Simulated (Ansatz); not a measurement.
Consider the homolysis of the Cl–Ge bond: `N#[C][GeH]([F])[Cl]` → Cl• + `N#[C][GeH][F]`•.

Program: Ansatz. Geometries: PBE0-D4/def2-TZVP. ΔE: electronic, gas phase. CBS: MP2 limit from def2 TZ/QZ plus the TZ coupled-cluster correction, frozen cores. This one scheme is used for every species, atoms too. DFT in def2-TZVPP. B3LYP here is the variant with VWN-RPA as its local correlation; programs differ in this. HSE06 is defined as in plane-wave codes. No spin–orbit coupling; open shells (•) take unrestricted orbitals. Spin–orbit coupling would lower the free atoms: a little for Cl. Bonds to Ge are less sure, by a few kJ/mol each and by 10 to 20 or more in all where they break to atoms, as the def2 sets lack core-valence functions. Scalar relativity is left out up to krypton.

`N#[C][GeH]([F])[Cl]`:

```xyz
6

N     0.309   -2.493    0.227
C     0.180   -1.358    0.094
Ge    0.033    0.537   -0.123
F    -1.207    0.772   -1.288
Cl   -0.634    1.361    1.705
H     1.319    1.181   -0.615
```

`N#[C][GeH][F]`•:

```xyz
5

N     0.746    2.142   -0.423
C     0.451    1.057   -0.166
Ge    0.150   -0.769    0.358
F    -1.405   -0.760    1.121
H     0.058   -1.671   -0.891
```

| level | ΔE (kcal/mol) | difference from CCSD(T)/CBS |
| --- | --- | --- |
| r2SCAN-D4 | 97.7 | -4.0 |
| B3LYP-D4 | 94.5 | -7.2 |
| CAM-B3LYP-D4 | 95.9 | -5.8 |
| B2PLYP | 96.2 | -5.5 |
| PBE-QIDH | 100.6 | -1.1 |
| PBE | 96.6 | -5.1 |
| PBE0 | 97.1 | -4.6 |
| r2SCAN0 | 96.4 | -5.3 |
| HSE06 | 97.1 | -4.6 |
| LC-ωPBE | 96.4 | -5.3 |
| MP2/def2-SVP | 98.4 | -3.3 |
| CCSD(T)/def2-SVP | 93.2 | -8.5 |
| HF/def2-TZVPP | 73.7 | -28.0 |
| MP2/def2-QZVPP | 106.5 | 4.8 |
| HF/CBS(def2) | 73.5 | -28.2 |
| CCSD/CBS(def2) | 99.4 | -2.3 |
| CCSD(T)/CBS | 101.7 | 0 |

Largest T1 diagnostic among the species: 0.018.

From BLYP to BHLYP (50 % exact exchange), in def2-TZVPP and without D4, ΔE moves by +2.7 kcal/mol. The D4 term adds +2.2 kcal/mol with B3LYP and +1.2 kcal/mol with PBE0; it sums over pairs of atoms, weighted by their polarisabilities, and B3LYP, whose exchange is more repulsive, gets the larger term. At CCSD(T), def2-SVP lies −8.5 kcal/mol from the extrapolated value and def2-TZVPP −3.3 kcal/mol: correlation converges slowly with the basis, and small sets miss more of it in the bonded molecule than in its fragments.

CCSD(T)/CBS has its own doubt, a few kJ/mol and more with outer-core shells, so smaller differences from it don't rank the levels.
